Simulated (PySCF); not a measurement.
C₅H₈Si, SMILES C(#C)[C@H]1[C@@H]([SiH3])C1. Atoms are numbered in the order given.

```xyz
14

C      2.1325     1.4372     0.3404
C      1.5417     0.3842     0.4163
C      0.8074    -0.8648     0.5088
C      0.2797    -1.5285    -0.7364
C     -0.6871    -0.8816     0.2222
Si    -1.5896     0.6966    -0.2399
H      2.6607     2.3718     0.2714
H      1.1529    -1.5291     1.3080
H      0.3199    -2.6207    -0.7768
H      0.4757    -1.0282    -1.6897
H     -1.2552    -1.5724     0.8560
H     -0.8951     1.3688    -1.3741
H     -1.6712     1.6288     0.9217
H     -2.9791     0.3497    -0.6654
```
Charge 0, spin multiplicity 1.

Coordinates come from a ωB97X-D3(BJ)/def2-SVP optimisation. The structure was generated by enumeration; whether it is a known compound was not checked.

The numbers are results of PBE/pcSseg-1 (PySCF), not measurements.

GIAO shieldings, no solvent; atoms listed in one row are averaged. δ = σ(ref) − σ: ¹³C against TMS (σ = 182.0 ppm); ²⁹Si against TMS (σ = 335.4 ppm); ¹H against TMS (σ = 31.49 ppm), references at their B3LYP-D3(BJ)/def2-TZVP geometries, non-relativistic.

| nucleus | atoms | count | δ (ppm) |
|---|---|---|---|
| ¹³C | C2 | 1 | 88.9 |
| ¹³C | C1 | 1 | 70.5 |
| ¹³C | C4 | 1 | 20.0 |
| ¹³C | C3 | 1 | 11.2 |
| ¹³C | C5 | 1 | 4.0 |
| ²⁹Si | Si6 | 1 | -61.7 |
| ¹H | H12, H13, H14 | 3 | 4.34 |
| ¹H | H8 | 1 | 1.92 |
| ¹H | H7 | 1 | 1.85 |
| ¹H | H9 | 1 | 1.36 |
| ¹H | H10 | 1 | 0.90 |
| ¹H | H11 | 1 | 0.31 |
